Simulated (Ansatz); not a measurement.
Isolated molecules relaxed with PBE0-D4/def2-TZVP in Ansatz; ΔE leaves out vibrations. CBS: MP2 limit from def2 TZ/QZ plus the TZ coupled-cluster correction, frozen cores. Functionals use def2-TZVPP. def2 core potentials past Kr. For Sn outer-core shells are correlated without core-valence functions, which leaves a few kJ/mol of doubt a bond. One conformer a species, not always the lowest.

Reaction (redistribution): `FC[SiH2][SnH2][F]` + `O[SiH2]S` → `O[SiH2][SiH2]CF` + `[F][SnH2][SH]`

`FC[SiH2][SnH2][F]`:

Cartesian coordinates in Å:
```
F 1.124 1.851 0.530
C 1.594 0.831 -0.288
Si 0.636 -0.774 0.053
Sn -1.884 -0.279 0.046
F -2.333 0.105 1.885
H 2.665 0.705 -0.095
H 1.475 1.143 -1.330
H 0.969 -1.746 -1.024
H 1.010 -1.349 1.370
H -2.364 1.118 -0.808
H -2.891 -1.605 -0.339
```

`O[SiH2]S`:

Z-matrix (Å, degrees):
```
Si
S 1 2.133
O 1 1.642 2 113.5
H 1 1.478 2 111.7 3 117.8
H 1 1.484 2 102.9 3 -122.0
H 2 1.344 1 94.6 3 -65.2
H 3 0.959 1 117.2 2 -51.2
```

`O[SiH2][SiH2]CF`:

```xyz
12

O     2.438    0.467   -1.489
Si    1.154   -0.450   -0.991
Si   -0.287    0.750    0.426
C    -1.800   -0.305    0.896
F    -1.390   -1.524    1.429
H     3.065    0.750   -0.822
H     0.435   -0.834   -2.233
H     1.610   -1.687   -0.297
H    -0.800    1.977   -0.247
H     0.423    1.168    1.668
H    -2.423   -0.510    0.019
H    -2.425    0.199    1.640
```

`[F][SnH2][SH]`:

```xyz
6

F    -0.460   -0.803    1.805
Sn   -0.237   -0.514   -0.084
S     1.483    1.109   -0.355
H     0.302   -1.999   -0.702
H    -1.751    0.069   -0.586
H     0.663    2.137   -0.079
```

```tsv
level	ΔE (kJ/mol)
PBE-D4	34.7
PBE0-D4	36.4
ωB97M-V	40.8
r2SCAN	36.7
```

Question: What does CCSD(T)/CBS give? (Best estimate.)

Answer: The calculation gave: +37.3 kJ/mol. The listed levels differ from it by -2.6, -0.9, 3.5, -0.6 kJ/mol.

Largest T1 diagnostic among the species: 0.013.
